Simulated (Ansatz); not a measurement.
`C=C[SiH](F)C#N` → `C=CC#N` + `F[SiH]` at 700 K and 1 bar (silylene formation by 1,1-elimination).

Isolated molecules relaxed with PBE0-D4/def2-TZVP in Ansatz; ΔE leaves out vibrations. CCSD(T)/CBS adds triple-zeta CCSD(T) − MP2 to the extrapolated MP2 energy (def2 sets, frozen cores). This one scheme is used for every species. One conformer a species, not always the lowest.

```
         species  CCSD(T)/CBS energy (Eh)  H − E (kJ/mol)  S (J/(mol·K))
`C=C[SiH](F)C#N`               -560.17873           244.5          471.8
        `C=CC#N`               -170.61843           181.2          342.6
        `F[SiH]`               -389.46371            50.0          276.0
```

H − E and S are ideal-gas, rigid-rotor, harmonic terms from PBE0-D4/def2-TZVP, for one conformer and one mirror image of each species. 1 Eh = 2625.50 kJ/mol, R = 8.31446 J/(mol·K).

Problem. By hand: ΔE, ΔH, ΔS and ΔG.

Solution. ΔE = (-170.61843) + (-389.46371) − (-560.17873) = 0.09659 Eh = 253.6 kJ/mol. Δ(H − E) = 181.2 + 50.0 − 244.5 = -13.3, so ΔH = 240.3 kJ/mol. ΔS = 342.6 + 276.0 − 471.8 = 146.8 J/(mol·K). ΔG = 240.3 − 700 × (146.8)/1000 = 137.5 kJ/mol.

Problem. By hand: the equilibrium constant, and the temperature at which ΔG would vanish if ΔH and ΔS stayed fixed.

Solution. log₁₀ K = −ΔG/(RT ln 10) = -10.3. ΔG = 0 at ΔH/ΔS = 1637 K.

The number of gas molecules changes by +1, which sets the sign of ΔS. A doubt of 5 kJ/mol in ΔE shifts log₁₀ K by 0.4 here. Other conformers and mirror images would add mixing entropy, several J/(mol·K) or more a flexible species. These are equilibria of isolated gas molecules and say nothing of rates. Largest T1 diagnostic: 0.015 (customary marks: 0.02 for closed shells, 0.045 for open ones).
